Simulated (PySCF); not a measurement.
## Basis and Hamiltonian dependence of the excitation energy of Sb²⁺

Sb²⁺ [Kr] 4d10 5s2 5p1 (2P) → Sb²⁺ [Kr] 4d10 5s1 5p2, s spin flipped. All values are computed (PySCF 2.14, energy differences of UHF-based or UKS calculations, no spin-orbit coupling). Values in eV.

```tsv
basis	Hamiltonian	functions	UHF	PBE	PBE0	MP2 (valence)
x2c-TZVPPall	spin-free X2C	60	10.359	9.320	9.616	9.754
aug-cc-pVQZ-PP with ECP28MDF	ECP	92	10.333	9.398	9.665	9.692
aug-cc-pVQZ-DK3	spin-free X2C	102	10.320	9.286	9.577	9.689
aug-cc-pwCVTZ-DK3	spin-free X2C	109	10.321	9.289	9.580	9.700
x2c-QZVPPall	spin-free X2C	112	10.322	9.290	9.581	9.693
x2c-QZVPPall with one added diffuse shell each of s, p, d, f type	spin-free X2C	128	10.323	9.290	9.581	9.693
```

Frozen in the all-electron rows: valence: [Kr] 4d10; with a core potential, the same shells as far as they lie outside it.

In the upper determinant the s electron has its spin opposite to the other open shell, which mixes two multiplicities.
